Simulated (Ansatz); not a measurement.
Born–Oppenheimer molecular dynamics of H$_{4}$O$_{2}$SeSn (8 atoms, charge 0, multiplicity 1). It starts at the highest image of a converged band. Of that band: Neighbouring images differ by up to 1.8 eV, so the band resolves the path poorly. A vibrational analysis at the climbing image gives one clearly imaginary mode, 1251i cm⁻¹: a first-order saddle point.

Computed with RKS PBE0-D4/def2-SVP in Ansatz.

```json
{
  "ensemble": "NVE (velocity Verlet)",
  "time step": "0.5 fs",
  "steps asked": "200",
  "starting velocities drawn for": "300 K",
  "seed": "7031"
}
```

First frame:

```xyz
8
Properties=species:S:1:pos:R:3
O -0.784 1.683 -1.151
Sn -0.296 0.443 0.314
O 1.830 0.387 0.229
Se -1.285 -1.818 -0.376
H -1.375 1.291 -1.804
H 0.958 0.710 1.525
H 2.272 -0.475 0.188
H -1.229 -2.279 1.020
```

How far do the bonds stretch over the last three quarters of this one trajectory? (Pairs bonded in most of those frames.)


```tsv
bond	mean (Å)	spread (Å)	shortest	longest
O1–Sn2	2.016	0.033	1.96	2.06
O1–H5	0.966	0.014	0.94	0.99
Sn2–Se4	2.691	0.027	2.63	2.72
O3–H6	1.050	0.155	0.80	1.26
O3–H7	0.973	0.037	0.90	1.04
Se4–H8	1.473	0.022	1.44	1.51
```

Mean temperature of the second half: 2058 K. The conserved energy stayed within 4.4 meV per atom of its start (net change 2.5 meV per atom), so there is no drift, though single steps change it by up to 44 meV in the whole system, a sign of fast motions only just resolved. The kinetic energy rose, since the run started high on the potential surface and went downhill. It ends in pieces (H2O + H2OSeSn), so much of that is their flight and rotation, not heat. A run of 0.1 ps of so small a system gives no equilibrium averages. The orbitals stay closed-shell, which can raise the energy where a bond breaks towards radicals; this wasn't checked here.

Run time: 7 min on 2 threads of AMD EPYC 9R14 (Zen 4) (shared host), peak memory 0.27 GiB.
